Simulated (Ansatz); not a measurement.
System: SiH₃, charge -1, multiplicity 1. SMILES of the parent species: [SiH3]
Coordinates optimised at B3LYP-D3(BJ)/def2-TZVP (Ansatz, a first-principles code):
```xyz
4

Si    -0.0016    -0.0014     0.1456
H     -1.2792    -0.2135    -0.6952
H      0.8413    -0.9975    -0.6801
H      0.4598     1.2309    -0.6625
```
Charge -1, spin multiplicity 1.

Parts of the frozen-core correlation energy in cc-pV(D+d)Z (Ansatz, hartree). Frozen orbitals: 5; correlated occupied orbitals by spin: 4 and 4; virtual: 29 and 29. No spin-orbit coupling. No relativistic terms.

```json
[
 {"term": "reference (HF)", "value": "-290.62868"},
 {"term": "MP2 opposite-spin", "value": "-0.10363"},
 {"term": "MP2 same-spin", "value": "-0.01655"},
 {"term": "CCSD correlation", "value": "-0.15058"},
 {"term": "(T)", "value": "-0.00325"},
 {"term": "CCSDT minus CCSD(T)", "value": "-0.00067"},
 {"term": "CCSDT(Q) minus CCSD(T)", "value": "-0.00079"},
 {"term": "T1 diagnostic", "value": "0.012"},
 {"term": "largest doubles amplitude", "value": "0.063"}
]
```
